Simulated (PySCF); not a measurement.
## Fractional electron number in Pd²⁺ (palladium, charge +2)

The 4d beta orbital of [Kr] 4d8 is emptied in steps (occupation f), with all orbitals relaxed, ending at [Kr] 4d7. Computed with PySCF 2.14 in aug-cc-pVDZ-PP with ECP28MDF (5s5p4d2f, 54 functions), with scalar relativity through the core potential. The exact energy is a straight line in f; departures are measured from the line between the end points of the same method.

```tsv
f	BHandHLYP (eV)	wB97X (eV)	TPSS (eV)
1	0.000	0.000	0.000
0.9	-0.237	-0.190	-0.584
0.7	-0.557	-0.447	-1.366
0.5	-0.669	-0.537	-1.630
0.3	-0.567	-0.454	-1.372
0.1	-0.246	-0.195	-0.589
0	0.000	0.000	0.000
```

Question: For BHandHLYP, how does the orbital energy at f = 1 compare with the removal energy?

Answer: −ε = 30.398 eV against a total-energy difference of 33.017 eV. By Janak's theorem ε = ∂E/∂f, so the gap between them reflects the curvature. Along the path −ε is 30.902 (f = 0.9), 31.931 (f = 0.7), 32.987 (f = 0.5), 34.071 (f = 0.3), 35.186 (f = 0.1) eV.

```
   method  E(f=0) − E(f=1) (eV)  −ε at f=1 (eV)  −ε at f=0.5 (eV)
BHandHLYP                33.017          30.398            32.987
    wB97X                33.109          31.008            33.089
     TPSS                33.084          26.609            33.067
```

Reference removal energy between the ground levels: 32.93 eV (semi-empirical (NIST evaluation); NIST Atomic Spectra Database, ionization energies). The calculation has no spin-orbit coupling. The determinant left behind need not be the lowest term of the ion.
